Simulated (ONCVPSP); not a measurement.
**Which change was made? (Fe, ONCV)**

- Element: Fe (Z = 26)
- Generator: ONCVPSP 4.0.1
- Type: optimised norm-conserving Vanderbilt (ONCV)
- Functional: PBE
- Relativity: fully relativistic
- Frozen core: [Ne]
- Valence charge: 16
- Reference configuration: 3s2 3p6 3d6 4s2
- Partial waves: 3s+4s: rc 1.15 bohr, ncon 5, nbas 8, qcut 9.3 1/bohr, 3 projectors, debl 1.8 Ha; 3p: rc 0.90 bohr, ncon 4, nbas 7, qcut 10.8 1/bohr, 2 projectors, debl 1.5 Ha; 3d: rc 0.90 bohr, ncon 4, nbas 9, qcut 14.8 1/bohr, local
- Local potential: the d channel
- Core correction: Teter function, fcfact 3.5, rcfact 1.5

Open shells are filled in proportion to 2j + 1.

In the p channel the program set the typed energies aside and used -2.187, 0.250 Ha (j = l + 1/2; the other j can differ).

Cutoffs, loose and tight: the cutoffs (Ha) at which the residual kinetic energy of the hardest occupied pseudo-wave falls to 1 and 0.1 mHa per electron. They do not see the model core or the augmentation charge, which bear on the density cutoff. Test errors are all-electron minus pseudo excitation energies from the reference, over the configurations 3s2 3p6 3d6 4s1; 3s2 3p6 3d6 4s0; 3s2 3p6 3d5 4s0; 3s2 3p6 3d6.5 4s1.5; variants that change the core or the reference have their own tests.

The base gives: outcome: generated, projector energies reset by the program; cutoff, loose: 93 Ha; cutoff, tight: 112 Ha; bound ghosts: p3/2, p1/2; GHOST(+) flags above zero: s; largest test error (meV): -3.5.

Question: After one change the result is: outcome: generated, projector energies reset by the program; cutoff, loose: 93 Ha; cutoff, tight: 111 Ha; bound ghosts: p, s; GHOST(+) flags above zero: s; largest test error (meV): -5.3. Which change was it?
A. d: qcut 14.1
B. reference 3s2 3p6 3d7 4s1
C. non-relativistic

Answer: C. The others give: reference 3s2 3p6 3d7 4s1 → outcome: generated, projector energies reset by the program; cutoff, loose: 92 Ha; cutoff, tight: 112 Ha; bound ghosts: p3/2, p1/2; GHOST(+) flags above zero: s; largest test error (meV): +4.1 | d: qcut 14.1 → outcome: generated, projector energies reset by the program; cutoff, loose: 89 Ha; cutoff, tight: 125 Ha; bound ghosts: none; GHOST(+) flags above zero: s, p3/2, p1/2; largest test error (meV): -3.9.
